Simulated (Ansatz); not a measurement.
Job for Ansatz (a first-principles code): R-r2SCAN/def2-TZVPP on GeSe, 2S+1 = 1, a spin state set in the input, which need not be the lowest, a point of a bond scan (R = 2.149 Å).

Ansatz 0.2 input:
```yaml
crystal:
  periodic: [false, false, false]
  atoms:
    - {symbol: Ge, position_ang: [0.00000000, 0.00000000, 0.00000000]}
    - {symbol: Se, position_ang: [0.00000000, 0.00000000, 2.14889200]}
basis:
  gaussian:
    orbitals: def2-TZVPP
    pivot_positions_ang: [[0.00000000, 0.00000000, 0.00000000], [0.00000000, 0.00000000, 2.14889200]]
hamiltonian:
  xc: {name: r2SCAN}
output: {forces: true, orbitals: {seedname: ./end}}
```

Output:

```
WARN ansatz: RAYON_NUM_THREADS=2 ignored (pool sized by the plan → 2); use --threads N
Functional definition: r2SCAN
integrals: 0.03 GiB planned
745 factors; their error is unknown
mean field: 0.24 GiB planned
mean field evaluation 1: about -121866.7231 eV, gradient 2.3e1 eV
mean field evaluation 2: about -121841.8146 eV, gradient 8.6e1 eV
mean field evaluation 4: about -121868.1368 eV, gradient 5.1e0 eV
mean field evaluation 8: about -121868.1907 eV, gradient 1.0e-1 eV
mean field evaluation 16: about -121868.1908 eV, gradient 4.7e-5 eV
mean field -121868.19075267 eV, -4478.5734049339 hartree, gradient 4.7e-5 eV, S^2 0.000000; 0 other end points of the search recorded, 0 dependent functions left out
the calculation of the forces begins
reference -121868.19075945 eV, -4478.5734051832 hartree; 33, 33 occupied and 63, 63 virtual orbitals, 745 factors
Total energy: -121868.19075945 eV, -4478.5734051832 hartree
Atom 0 at     0.000000     0.000000     0.000000 Å, force     0.000000    -0.000000     0.120968 eV/Å
Atom 1 at     0.000000     0.000000     2.148892 Å, force    -0.000000     0.000000    -0.120968 eV/Å
Dipole moment:    -0.000000    -0.000000    -0.361640 e Å
```

Self-consistency was reached.

Cost: about 4 core-seconds (a rough figure).
